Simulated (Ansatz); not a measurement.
`C=[C](S)[AlH][OH]` + H₂ → `[OH][AlH2]` + `C=CS`  (hydrogenolysis of the Al–C bond)

Computed with Ansatz on PBE0-D4/def2-TZVP structures; ΔE is electronic, products minus reactants. CCSD(T)/CBS adds triple-zeta CCSD(T) − MP2 to the extrapolated MP2 energy (def2 sets, frozen cores). This one scheme is used for every species. DFT in def2-TZVPP. One conformer a species, not always the lowest.

`C=[C](S)[AlH][OH]`:

```xyz
10

C     1.546   -0.713   -0.261
C     0.209   -0.752   -0.231
S    -0.645   -2.234   -0.645
Al   -0.813    0.815    0.268
O     0.075    2.203    0.653
H     2.070    0.202   -0.005
H     2.164   -1.566   -0.534
H    -1.895   -1.774   -0.469
H    -2.397    0.783    0.309
H    -0.311    3.037    0.914
```

H₂:

Z-matrix (Å, degrees):
```
H
H 1 0.746
```

`[OH][AlH2]`:

```xyz
5

O    -1.083   -0.300   -0.466
Al    0.481    0.174   -0.013
H    -1.727   -0.646    0.150
H     0.931    0.051    1.502
H     1.399    0.721   -1.172
```

`C=CS`:

Cartesian coordinates in Å:
```
C 0.104 -0.272 1.104
C 0.198 0.115 -0.162
S -1.105 -0.038 -1.322
H -0.800 -0.712 1.509
H 0.946 -0.154 1.773
H 1.114 0.552 -0.544
H -0.456 0.509 -2.358
```

CCSD(T)/CBS gives +0.4 kcal/mol.

(1) Another level gave -1.1 kcal/mol. Which?
A. CAM-B3LYP/def2-TZVPP
B. ωB97X-V/def2-TZVPP
C. BLYP-D4/def2-TZVPP
D. CCSD(T)/def2-TZVPP

Largest T1 diagnostic among the species: 0.013.

Results:

(1) B. ωB97X-V -1.1, CAM-B3LYP -3.2, BLYP-D4 1.0, CCSD(T)/def2-TZVPP -0.1 kcal/mol.

From PBE to PBE0 (25 % exact exchange), in def2-TZVPP and without D4, ΔE moves by −0.9 kcal/mol. At CCSD(T), def2-SVP lies −3.0 kcal/mol from the extrapolated value and def2-TZVPP −0.5 kcal/mol.
